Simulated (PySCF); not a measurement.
Calculation: ωB97X-D3(BJ)/def2-TZVP // PBE0-D3(BJ)/def2-TZVP in PySCF. Isolated molecules, 0 K electronic values unless said otherwise. One relaxed conformer stands for a flexible species; it need not be the lowest. Delta-SCF ions had no search for a lower state. 

Reference species (SMILES): `SC1CC1` (H–S–C–C torsion 37°) (neutral, multiplicity 1).

```json
{
  "S1 oscillator strength": "0.000",
  "vertical ionisation energy (Delta-SCF)": "8.93 eV",
  "HOMO": "-8.91 eV",
  "HOMO–LUMO gap": "11.48 eV"
}
```

Changed species: `C/C=C/S` (C–C–S–H torsion 0°).

Problem. Predict the effect on the S1 oscillator strength, vertical ionisation energy (Delta-SCF), HOMO and HOMO–LUMO gap.

Solution. the S1 oscillator strength stays essentially unchanged; the vertical ionisation energy (Delta-SCF) decreases by 0.45 eV, to 8.48 eV; the HOMO rises by 0.39 eV, to -8.52 eV; the HOMO–LUMO gap falls by 0.53 eV, to 10.95 eV.
